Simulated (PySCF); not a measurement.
**Electronic structure of C²⁺ (carbon, charge +2) at the MN15 level**

Configuration: [He] 2s2, closed-shell 1S. Computed with PySCF 2.14 in pcseg-2, with the non-relativistic Hamiltonian (point nucleus).

* Total energy: -36.4982 hartree
* One-electron energy: -44.0961 hartree
* Hartree (Coulomb) energy: 11.9855 hartree
* Exchange-correlation energy: -4.3877 hartree
* Kinetic energy: 36.15737 hartree
* ⟨S²⟩: 0.0000
* ⟨L²⟩: 0.000
* Sum of ⟨r⟩: 3.277 bohr
* Sum of ⟨r²⟩: 4.592 bohr²
* Density at the nucleus (Gaussians lack the cusp): 125 bohr⁻³
* Langevin diamagnetic susceptibility: -3.64 ×10⁻⁶ cm³/mol
* Time after the integrals: 0.19 s of wall time on 1 thread of Neoverse-V1 (shared host)

| shell | electrons | mean orbital energy (eV) | rms radius, mean of both spins (bohr) |
| --- | --- | --- | --- |
| 1s | 2 | -312.90 | 0.315 |
| 2s | 2 | -42.950 | 1.48 |
